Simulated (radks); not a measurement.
Initial-state core-level shifts of the iodine ion I3+ when its valence configuration changes from [Kr] 4d10 5s2 5p2. Calculated with a radial shooting solver on a logarithmic mesh with Libxc functionals: scalar-relativistic Kohn-Sham, r2SCAN, spin-polarised, spherical densities, finite nucleus; open shells are filled with parallel spins first (spin-orbit coupling, left out, can overturn this in heavy ions); meta-GGA in the generalised Kohn-Sham scheme; Fermi nuclear charge, rms radius 4.75 fm. Shifts are changes of the shell-averaged eigenvalues in eV (positive: less bound); the change of the density at the nucleus, which sets a Mossbauer isomer shift, is in e/bohr^3, on a base of 2.569e+05.

valence	2s	2p	4s	4p	density at nucleus
4d10 5s1 5p3	-0.966	-0.962	-1.011	-1.002	-86.34
4d9 5s2 5p3	-10.630	-10.635	-8.303	-7.923	+27.28
4d9 5s1 5p4	-11.987	-11.989	-9.636	-9.240	-63.99
4d9.5 5s2 5p2.5	-5.295	-5.297	-4.171	-3.983	+13.50
4d9 5s1.5 5p3.5	-11.308	-11.311	-8.966	-8.579	-18.69
4d10 5s1.5 5p2.5	-0.528	-0.526	-0.541	-0.536	-42.52
4d8.5 5s2 5p3.5	-16.177	-16.186	-12.549	-11.973	+40.04
4d8.5 5s1 5p4.5	-17.521	-17.527	-13.860	-13.267	-52.24
4d9 5s0.5 5p4.5	-12.797	-12.799	-10.417	-10.012	-109.73
